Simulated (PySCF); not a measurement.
From one molecule to another.

First species: C4H7NO.
SMILES: `C1C(C1)NC=O`

Second species: H11PSi4.
SMILES: `[SiH3][SiH2][Si@@H]([SiH3])P`

Levels: PBE0/def2-SVPD for dipole moment, HOMO energy, LUMO energy, HOMO–LUMO gap, static isotropic polarisability and electronic spatial extent ⟨r²⟩ about the centre of nuclear charge; TDDFT PBE0/def2-SVPD for lowest singlet excitation; TDA PBE0/def2-SVPD for lowest triplet excitation (Tamm–Dancoff); GFN2-xTB for rotational constant A and rotational constant C. Geometries: GFN2-xTB. Each structure is a single optimised conformer of the isolated species, non-relativistic unless stated; the electronic structure was computed with PySCF and density fitting.

The conformers computed, where there is a choice (atom-mapped SMILES and torsion angles):
- `[O:1]=[CH:2][NH:3][CH:4]1[CH2:5][CH2:6]1`: O1–C2–N3–C4 0°, C2–N3–C4–C5 -145°
- `[SiH3:1][SiH2:2][Si@@H:3]([SiH3:4])[PH2:5]`: Si1–Si2–Si3–Si4 -83°, H–P5–Si3–Si2 -171°, H–P5–Si3–Si2 -78°

Values for the first species:

| Item | Value |
| --- | --- |
| Dipole moment | 4.10 D |
| HOMO energy | -7.14 eV |
| LUMO energy | 0.45 eV |
| HOMO–LUMO gap | 7.59 eV |
| Lowest singlet excitation | 5.83 eV |
| Lowest triplet excitation (Tamm–Dancoff) | 5.18 eV |
| Static isotropic polarisability | 59.1 au |
| Electronic spatial extent ⟨r²⟩ about the centre of nuclear charge | 647 bohr² |
| Rotational constant A | 10.665 GHz |
| Rotational constant C | 1.974 GHz |

Problem. Estimate the same properties for the second species, and the change in each.

Solution. 
```csv
property,first,second,second less first
dipole moment,4.10 D,0.52 D,-3.58 D
HOMO energy,-7.14 eV,-7.28 eV,-0.14 eV
LUMO energy,0.45 eV,-0.80 eV,-1.25 eV
HOMO–LUMO gap,7.59 eV,6.48 eV,-1.11 eV
lowest singlet excitation,5.83 eV,5.42 eV,-0.41 eV
lowest triplet excitation (Tamm–Dancoff),5.18 eV,4.99 eV,-0.19 eV
static isotropic polarisability,59.1 au,148.9 au,+89.8 au
electronic spatial extent ⟨r²⟩ about the centre of nuclear charge,647 bohr²,1840 bohr²,+1193 bohr²
rotational constant A,10.665 GHz,1.610 GHz,-9.055 GHz
rotational constant C,1.974 GHz,0.682 GHz,-1.292 GHz
```

On the first: The principal polarisabilities are 48.3, 54.7 and 74.2 au; their mean is the isotropic value. The vertical singlet–triplet gap S1 − T1 is 0.65 eV (TDDFT singlet less Tamm–Dancoff triplet; S1: HOMO−1→LUMO+1, weight 0.98; T1: HOMO→LUMO+1, weight 0.91).

On the second: A dipole of 0.52 D is allowed in C1, and pure rotational transitions are dipole-allowed. The vertical singlet–triplet gap S1 − T1 is 0.43 eV (TDDFT singlet less Tamm–Dancoff triplet; S1: HOMO→LUMO, weight 0.98; T1: HOMO→LUMO+1, weight 0.31, beside HOMO→LUMO, weight 0.29).
